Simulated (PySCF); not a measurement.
Precursor series Zr Cl-NH2. All species are isolated molecules in the gas phase. One relaxed conformer stands for each flexible species; it need not be the lowest.

The charge on the central atom (Mulliken) from two functionals at the same geometries (TPSS-D3(BJ)/def2-SVP), both in PySCF: PBE-D3(BJ)/def2-TZVP and TPSSh-D3(BJ)/def2-TZVP. 

| species | PBE-D3(BJ)/def2-TZVP (e) | TPSSh-D3(BJ)/def2-TZVP (e) |
|---|---|---|
| 0 of 4 Cl replaced by NH2 ([Zr(Cl)4]) | 1.20 | 1.38 |
| 1 of 4 Cl replaced by NH2 | 1.27 | 1.45 |
| 2 of 4 Cl replaced by NH2 ([Zr(Cl)2(NH2)2]) | 1.35 | 1.54 |
| 3 of 4 Cl replaced by NH2 | 1.41 | 1.62 |
| 4 of 4 Cl replaced by NH2 | 1.51 | 1.72 |

Over these rows, drawn at random from the members with no instability flagged (it was tested for open shells, ions and some series alone), PBE minus TPSSh-D3(BJ): mean -0.20 e, from -0.21 e to -0.18 e.
